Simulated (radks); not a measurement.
Polarisability of neutral tantalum, [Xe] 4f14 5d3 6s2, at imaginary frequency. Method: scalar-relativistic Kohn-Sham, PBE, spin-polarised, spherical densities, finite nucleus; open shells are filled with parallel spins first (spin-orbit coupling, left out, can overturn this in heavy ions); Fermi nuclear charge, rms radius 5.3507 fm; computed with a radial shooting solver on a logarithmic mesh with Libxc functionals. Response by self-consistent Sternheimer equations with the Hartree and adiabatic LDA kernel, the relativistic mass of each level held fixed and spin-orbit coupling left out.

| w (hartree) | alpha1(iw) (bohr^3) |
|---|---|
| 0.00266 | 80.08 |
| 0.0143 | 79.58 |
| 0.0360 | 76.95 |
| 0.0697 | 69.80 |
| 0.118 | 57.37 |
| 0.186 | 42.43 |
| 0.280 | 28.92 |
| 0.413 | 18.77 |
| 0.605 | 11.82 |
| 0.892 | 7.259 |
| 1.35 | 4.284 |
| 2.12 | 2.341 |
| 3.59 | 1.116 |
| 6.94 | 0.4250 |
| 17.5 | 0.1026 |

Static values: alpha1 = 80.10 bohr^3 (11.87 angstrom^3; uncoupled 165.4). C6 = 1010, triple-dipole C9 = 56550 atomic units. One-pole (London) frequency 4 C6 / (3 alpha1^2) = 0.210 hartree, against 0.155 for minus the highest occupied eigenvalue. Recommended static value: 74 bohr^3 (Schwerdtfeger and Nagle, 2023 table).
